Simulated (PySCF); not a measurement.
## Computed data sheet: `C[SiH2][Si@H](F)S`

CH7FSSi2.
Z-matrix (Å and degrees, GFN2-xTB geometry), rows numbered from 1:
```
C 
Si  1  1.8968
Si  2  2.3142  1  108.14
F   3  1.6206  2  108.05  1   -80.73
S   3  2.1637  2  113.83  1   164.38
H   1  1.0867  2  111.32  3    59.39
H   1  1.0869  2  111.50  3   -60.78
H   1  1.0856  2  111.16  3   179.25
H   2  1.4725  1  109.12  3  -121.81
H   2  1.4692  1  109.50  3   121.30
H   3  1.4531  2  123.48  1    38.14
H   5  1.3239  3   95.52  2    80.31
```

Among its groups: Si–H bond and C–Si bond.

**GFN2-xTB geometry**

```yaml
Point_group_of_the_GFN2-xTB_geometry: C1
Rotational_constants_A_B_C_of_the_GFN2-xTB_geometry: 4.073, 1.229, 1.041 GHz
```

From CAM-B3LYP/def2-SVPD ground state and vertical TDDFT (core frozen in the response) (PySCF):

```yaml
Dipole_moment: 2.27 D
HOMO_energy: -8.65 eV
LUMO_energy: 0.16 eV
HOMO–LUMO_gap: 8.81 eV
Lowest_singlet_excitation: 5.48 eV (226 nm, f = 0.007)
Strongest_line_among_the_8_lowest_singlet_transitions: S6 at 7.37 eV (168 nm, f = 0.083)
Lowest_triplet_excitation_Tamm–Dancoff: 5.08 eV
Static_isotropic_polarisability: 88.9 au
Electronic_spatial_extent_⟨r²⟩_about_the_centre_of_nuclear_charge: 1138 bohr²
```

PBE0/pcSseg-1 ground state and GIAO shieldings, non-relativistic (PySCF):

```yaml
Lowest_Hirshfeld_atomic_charge: -0.21 e on C1/F4
Highest_Hirshfeld_atomic_charge: +0.33 e on Si3
13C_chemical_shifts_computed_TMS_as_zero_by_class: -10.2 (C1) ppm
1H_chemical_shifts_computed_TMS_as_zero_by_class: 6.19 (H11), 4.08 (H9), 3.82 (H10), 0.61 (H12), 0.25 (H6/H7/H8) ppm
Isotropic_shieldings_of_nuclei_other_than_C_and_H_by_class: 370 (F4), 310 (Si3), 424 (Si2), 702 (S5) ppm
Mayer_bond_orders_between_heavy_atoms: C1–Si2 0.95, Si2–Si3 0.87, Si3–F4 0.90, Si3–S5 1.00
```

Monoisotopic mass (most abundant isotopes): 125.9791 u.

The principal polarisabilities are 73.3, 82.6 and 110.8 au; their mean is the isotropic value. No computed singlet falls in the visible range (750 to 380 nm, 1.65 to 3.26 eV); S1 lies 2.22 eV above its blue end. With B = h/(8π²I), that is 505.379 GHz u Å² over I, the principal moments of inertia are 124.1, 411.1 and 485.3 u Å² (most abundant isotopes); the inertial defect Ic − Ia − Ib is -49.9 u Å² (zero for a rigid planar frame, negative otherwise). S1 lies 3.33 eV below the HOMO–LUMO gap; its leading configuration is HOMO→LUMO, weight 0.90. In wavenumbers S1 is 44200 cm⁻¹ (1 eV = 8065.54 cm⁻¹). The largest Löwdin shares of the HOMO are 0.67 on S5, 0.11 on Si3, 0.07 on Si2 and 0.06 on H12. A dipole of 2.27 D is allowed in C1, and pure rotational transitions are dipole-allowed. The polarisability is 13.17 Å³ as a volume (1 au = 0.148185 Å³), or 1.35 au for each of the 66 electrons.

Isolated species at its GFN2-xTB geometry (one conformer only). GFN2-xTB frequencies show an imaginary mode (46i cm⁻¹), so this geometry is no minimum at that level. NMR classes are plain means over equivalent atoms (diastereotopic ones count apart unless rotation or inversion swaps them), as if these changed places fast; in this geometry the members of some classes differ.
